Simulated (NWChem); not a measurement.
System: HSe$_{2}$I; SMILES [SeH][Se]I

The following NWChem deck was run.

```
start job
memory heap 200 mb stack 900 mb global 1100 mb
geometry units angstroms noautoz
  Se     1.021491    -0.474677     0.007990
  I     -0.274998     1.731979     0.007314
  Se    -0.568786    -2.135121     0.032390
  H     -0.751662    -2.234839    -1.430339
end
basis spherical
  * library def2-svp
end
ecp
  I library def2-ecp
end
dft
  xc xpbe96 cpbe96
  iterations 150
  vectors input atomic output neutral.movecs
end
task dft energy
charge 1
dft
  odft
  mult 2
  vectors input atomic output cation.movecs
end
task dft energy
```

Parts of the log:

```
             Northwest Computational Chemistry Package (NWChem) 7.3.0
             --------------------------------------------------------

 C1  symmetry detected

                             Geometry "geometry" -> ""
                             -------------------------

 Output coordinates in angstroms (scale by  1.889725989 to convert to a.u.)

  No.       Tag          Charge          X              Y              Z
 ---- ---------------- ---------- -------------- -------------- --------------
    1 Se                  34.0000     1.02007506    -0.48332425     0.00448455
    2 I                   53.0000    -0.27238418     1.72569311     0.00699561
    3 Se                  34.0000    -0.57322663    -2.14089484     0.02684560
    4 H                    1.0000    -0.75648549    -2.23828617    -1.43599225

 Effective nuclear repulsion energy (a.u.)     909.5378651473

 Summary of "ao basis" -> "ao basis" (spherical)
 ------------------------------------------------------------------------------
       Tag                 Description            Shells   Functions and Types
 ---------------- ------------------------------  ------  ---------------------
 Se                         def2-svp                12       32   5s4p3d
 I                          def2-svp                10       26   4s4p2d
 H                          def2-svp                 3        5   2s1p

            General Information
            -------------------
          SCF calculation type: DFT
          Wavefunction type:  closed shell.
          No. of atoms     :     4
          No. of electrons :    94
           Alpha electrons :    47
            Beta electrons :    47
          Charge           :     0
          Spin multiplicity:     1
          Use of symmetry is: off; symmetry adaption is: off
          Maximum number of iterations: 150
          AO basis - number of functions:    95
                     number of shells:    37
          Convergence on energy requested:  1.00D-06
          Convergence on density requested:  1.00D-05
          Convergence on gradient requested:  5.00D-04

              XC Information
              --------------
          PerdewBurkeErnzerhof Exchange Functional  1.000
            Perdew 1991 LDA Correlation Functional  1.000 local
           PerdewBurkeErnz. Correlation Functional  1.000 non-local

             Grid Information
             ----------------
          Grid used for XC integration:  medium
          Radial quadrature: Mura-Knowles
          Angular quadrature: Lebedev.
          Tag              B.-S. Rad. Rad. Pts. Rad. Cut. Ang. Pts.
          ---              ---------- --------- --------- ---------
          Se                  1.15      112          11.0       590
          I                   1.40      123          11.0       590
          H                   0.35       45          11.0       434
          Grid pruning is: on
          Number of quadrature shells:   392
          Spatial weights used:  Erf1

      Superposition of Atomic Density Guess
      -------------------------------------

 Sum of atomic energies:       -5146.64996936

      Non-variational initial energy
      ------------------------------

 Total energy =   -5096.557480
 1-e energy   =   -8361.994390
 2-e energy   =    2686.122642
 HOMO         =      -0.236538
 LUMO         =      -0.082063

   convergence    iter        energy       DeltaE   RMS-Dens  Diis-err
 ---------------- ----- ----------------- --------- --------- ---------
 d= 0,ls=0.0,diis     1  -5100.0652340280 -5.68D+03  1.53D-02  5.14D-01
 d= 0,ls=0.0,diis     2  -5100.0311947092  3.40D-02  1.33D-02  4.69D-01
 d= 0,ls=0.0,diis     3  -5100.0791394492 -4.79D-02  6.59D-03  2.30D-01
 d= 0,ls=0.0,diis     4  -5100.1210816168 -4.19D-02  1.24D-03  9.00D-03
 d= 0,ls=0.0,diis     5  -5100.1222911047 -1.21D-03  3.50D-04  7.13D-04
  Resetting Diis
 d= 0,ls=0.0,diis     6  -5100.1224111717 -1.20D-04  8.75D-05  4.40D-05
 d= 0,ls=0.0,diis     7  -5100.1224171731 -6.00D-06  1.41D-04  7.30D-06
 d= 0,ls=0.0,diis     8  -5100.1224090849  8.09D-06  9.95D-05  4.67D-05
 d= 0,ls=0.0,diis     9  -5100.1224187232 -9.64D-06  4.24D-06  8.35D-08
 d= 0,ls=0.0,diis    10  -5100.1224187373 -1.41D-08  7.59D-07  4.47D-09

         Total DFT energy =    -5100.122418737343
      One electron energy =    -8360.295323858894
           Coulomb energy =     2877.033202048995
    Exchange-Corr. energy =     -196.174563994964
 Nuclear repulsion energy =      579.314267067521

 Numeric. integr. density =       93.999999000285

                       DFT Final Molecular Orbital Analysis
                       ------------------------------------

 Vector   45  Occ=2.000000D+00  E=-2.442819D-01
              MO Center= -3.1D-01,  2.2D-01,  2.1D-03, r^2= 5.3D+00
   Bfn.  Coefficient  Atom+Function         Bfn.  Coefficient  Atom+Function
  ----- ------------  ---------------      ----- ------------  ---------------
    43      0.470671  2 I  px                46      0.420568  2 I  px
    73      0.353921  3 Se px                70      0.304405  3 Se px
    40     -0.190544  2 I  px                67     -0.191387  3 Se px
    37     -0.154243  2 I  px                 4     -0.148741  1 Se s
     5     -0.132672  1 Se s                 12     -0.111150  1 Se px

 Vector   46  Occ=2.000000D+00  E=-2.316074D-01
              MO Center= -3.7D-01, -2.9D-01,  9.5D-05, r^2= 5.7D+00
   Bfn.  Coefficient  Atom+Function         Bfn.  Coefficient  Atom+Function
  ----- ------------  ---------------      ----- ------------  ---------------
    44      0.354581  2 I  py                74      0.355290  3 Se py
    47      0.305780  2 I  py                71      0.306333  3 Se py
    73     -0.282929  3 Se px                43      0.266468  2 I  px
    70     -0.243746  3 Se px                46      0.237722  2 I  px
    68     -0.191470  3 Se py                67      0.154254  3 Se px

 Vector   47  Occ=2.000000D+00  E=-2.038828D-01
              MO Center=  3.5D-01,  4.1D-01, -2.0D-02, r^2= 4.0D+00
   Bfn.  Coefficient  Atom+Function         Bfn.  Coefficient  Atom+Function
  ----- ------------  ---------------      ----- ------------  ---------------
    17      0.485265  1 Se pz                45     -0.429073  2 I  pz
    14      0.402550  1 Se pz                48     -0.402392  2 I  pz
    11     -0.251289  1 Se pz                42      0.172507  2 I  pz
    39      0.139156  2 I  pz                91      0.114531  4 H  s
    92      0.110431  4 H  s                 63     -0.093884  3 Se s

 Vector   48  Occ=0.000000D+00  E=-1.323827D-01
              MO Center=  2.1D-01,  2.7D-01,  4.3D-03, r^2= 4.9D+00
   Bfn.  Coefficient  Atom+Function         Bfn.  Coefficient  Atom+Function
  ----- ------------  ---------------      ----- ------------  ---------------
    15      0.520788  1 Se px                47     -0.516555  2 I  py
    44     -0.374069  2 I  py                16     -0.351943  1 Se py
    12      0.320907  1 Se px                74      0.316319  3 Se py
     4     -0.266351  1 Se s                  5     -0.248834  1 Se s
    46      0.247690  2 I  px                13     -0.237160  1 Se py

 Vector   49  Occ=0.000000D+00  E=-8.925663D-02
              MO Center=  2.3D-01, -1.1D+00, -2.4D-03, r^2= 4.3D+00
   Bfn.  Coefficient  Atom+Function         Bfn.  Coefficient  Atom+Function
  ----- ------------  ---------------      ----- ------------  ---------------
    16      0.661591  1 Se py                73      0.532226  3 Se px
    74      0.476292  3 Se py                15      0.407709  1 Se px
    13      0.357865  1 Se py                63      0.272899  3 Se s
    70      0.273627  3 Se px                62      0.264536  3 Se s
    71      0.229331  3 Se py                10     -0.220560  1 Se py

 Vector   50  Occ=0.000000D+00  E=-2.798979D-02
              MO Center= -6.0D-01, -2.1D+00, -7.7D-01, r^2= 3.1D+00
   Bfn.  Coefficient  Atom+Function         Bfn.  Coefficient  Atom+Function
  ----- ------------  ---------------      ----- ------------  ---------------
    92      1.233169  4 H  s                 75      0.939039  3 Se pz
    63     -0.614442  3 Se s                 91      0.339939  4 H  s
    72      0.329182  3 Se pz                62     -0.326769  3 Se s
    69     -0.208434  3 Se pz                61      0.187072  3 Se s
     5      0.143427  1 Se s                 17     -0.132429  1 Se pz

     Multipole analysis of the density
     ---------------------------------

     L   x y z        total         alpha         beta         nuclear
     -   - - -        -----         -----         ----         -------
     0   0 0 0     -0.000000    -47.000000    -47.000000     94.000000

     1   1 0 0     -0.136605     -7.274543     -7.274543     14.412481
     1   0 1 0     -0.489032     45.410704     45.410704    -91.310440
     1   0 0 1     -0.273019      0.048568      0.048568     -0.370154

     2   2 0 0    -46.361002   -110.632158   -110.632158    174.903315
     2   1 1 0      0.547493    -26.338601    -26.338601     53.224696
     2   1 0 1      0.599278     -0.898440     -0.898440      2.396158
     2   0 2 0    -44.426818   -456.525298   -456.525298    868.623778
     2   0 1 1      1.311401     -2.001477     -2.001477      5.314355
     2   0 0 2    -47.372732    -27.415422    -27.415422      7.458112

                                 NWChem DFT Module
                                 -----------------

            General Information
            -------------------
          SCF calculation type: DFT
          Wavefunction type:  spin polarized.
          No. of atoms     :     4
          No. of electrons :    93
           Alpha electrons :    47
            Beta electrons :    46
          Charge           :     1
          Spin multiplicity:     2
          Use of symmetry is: off; symmetry adaption is: off
          Maximum number of iterations: 150
          AO basis - number of functions:    95
                     number of shells:    37
          Convergence on energy requested:  1.00D-06
          Convergence on density requested:  1.00D-05
          Convergence on gradient requested:  5.00D-04

              XC Information
              --------------
          PerdewBurkeErnzerhof Exchange Functional  1.000
            Perdew 1991 LDA Correlation Functional  1.000 local
           PerdewBurkeErnz. Correlation Functional  1.000 non-local

             Grid Information
             ----------------
          Grid used for XC integration:  medium
          Radial quadrature: Mura-Knowles
          Angular quadrature: Lebedev.
          Tag              B.-S. Rad. Rad. Pts. Rad. Cut. Ang. Pts.
          ---              ---------- --------- --------- ---------
          Se                  1.15      112          11.0       590
          I                   1.40      123          11.0       590
          H                   0.35       45          11.0       434
          Grid pruning is: on
          Number of quadrature shells:   392
          Spatial weights used:  Erf1

      Superposition of Atomic Density Guess
      -------------------------------------

 Sum of atomic energies:       -5146.64996936

 Renormalizing density from      94.00 to     93

      Non-variational initial energy
      ------------------------------

 Total energy =   -5064.447641
 1-e energy   =   -8273.037002
 2-e energy   =    2629.275094
 HOMO         =      -0.521728
 LUMO         =      -0.372615

   convergence    iter        energy       DeltaE   RMS-Dens  Diis-err
 ---------------- ----- ----------------- --------- --------- ---------
 d= 0,ls=0.0,diis     1  -5099.6064023034 -5.68D+03  1.43D-02  1.31D+00
                                                     1.56D-02  1.31D+00
 d= 0,ls=0.0,diis     2  -5099.0981718887  5.08D-01  1.89D-02  1.84D+00
                                                     1.89D-02  1.68D+00
 d= 0,ls=0.0,diis     3  -5099.1886123720 -9.04D-02  1.01D-02  7.16D-01
                                                     1.20D-02  6.97D-01
 d= 0,ls=0.0,diis     4  -5099.7301813129 -5.42D-01  4.35D-03  1.07D-01
                                                     7.71D-03  1.04D-01
 d= 0,ls=0.0,diis     5  -5099.7216974262  8.48D-03  3.21D-03  9.43D-02
                                                     5.38D-03  1.03D-01
 d= 0,ls=0.5,diis     6  -5099.8113829875 -8.97D-02  1.84D-04  9.16D-04
                                                     1.87D-04  9.73D-04
  Resetting Diis
 d= 0,ls=0.5,diis     7  -5099.8119633291 -5.80D-04  9.16D-05  3.02D-04
                                                     9.67D-05  3.43D-04
 d= 0,ls=0.5,diis     8  -5099.8121623655 -1.99D-04  2.04D-04  1.31D-04
                                                     2.16D-04  1.55D-04
 d= 0,ls=0.5,diis     9  -5099.8123220331 -1.60D-04  8.10D-05  5.91D-05
                                                     8.32D-05  5.50D-05
 d= 0,ls=0.5,diis    10  -5099.8123501033 -2.81D-05  5.20D-05  2.32D-05
                                                     5.17D-05  2.05D-05
 d= 0,ls=0.5,diis    11  -5099.8123666508 -1.65D-05  3.54D-05  1.18D-05
                                                     3.52D-05  1.09D-05
 d= 0,ls=0.5,diis    12  -5099.8123770160 -1.04D-05  2.32D-05  3.90D-06
                                                     2.50D-05  3.95D-06
 d= 0,ls=0.5,diis    13  -5099.8123821778 -5.16D-06  1.60D-05  1.11D-06
                                                     1.93D-05  1.52D-06
 d= 0,ls=0.5,diis    14  -5099.8123848928 -2.72D-06  1.06D-05  3.39D-07
                                                     1.64D-05  9.09D-07
 d= 0,ls=0.5,diis    15  -5099.8123866954 -1.80D-06  7.86D-06  1.88D-07
                                                     1.46D-05  7.43D-07
 d= 0,ls=0.5,diis    16  -5099.8123880477 -1.35D-06  6.01D-06  1.91D-07
                                                     1.34D-05  7.36D-07
 d= 0,ls=0.5,diis    17  -5099.8123891766 -1.13D-06  4.24D-06  2.18D-07
                                                     1.27D-05  7.39D-07
 d= 0,ls=0.5,diis    18  -5099.8123902008 -1.02D-06  4.46D-06  2.11D-07
                                                     1.21D-05  6.97D-07
 d= 0,ls=0.5,diis    19  -5099.8123910287 -8.28D-07  2.90D-06  3.41D-07
                                                     1.19D-05  7.64D-07
 d= 0,ls=0.5,diis    20  -5099.8123919431 -9.14D-07  2.35D-06  2.84D-07
                                                     1.12D-05  6.71D-07
 d= 0,ls=0.5,diis    21  -5099.8123926929 -7.50D-07  1.84D-06  2.90D-07
                                                     1.08D-05  6.41D-07
 d= 0,ls=0.5,diis    22  -5099.8123934039 -7.11D-07  2.83D-06  2.79D-07
                                                     1.05D-05  6.05D-07
 d= 0,ls=0.5,diis    23  -5099.8123939816 -5.78D-07  1.74D-06  3.82D-07
                                                     1.01D-05  6.57D-07
 d= 0,ls=0.5,diis    24  -5099.8123945744 -5.93D-07  2.77D-06  4.01D-07
                                                     9.90D-06  6.52D-07

         Total DFT energy =    -5099.812395090822
      One electron energy =    -8339.297739774825
           Coulomb energy =     2856.042116853650
    Exchange-Corr. energy =     -195.871039237168
 Nuclear repulsion energy =      579.314267067521

 Numeric. integr. density =       92.999999062295

                    DFT Final Alpha Molecular Orbital Analysis
                    ------------------------------------------

[...]
```

Level: PBE/def2-SVP with def2 effective core potentials on I, vertical spin-unrestricted ions. All runs use the structure optimised with PBE0/def2-SVP. Not confirmed as a minimum by frequencies. def2 effective core potentials on I; no spin-orbit coupling.
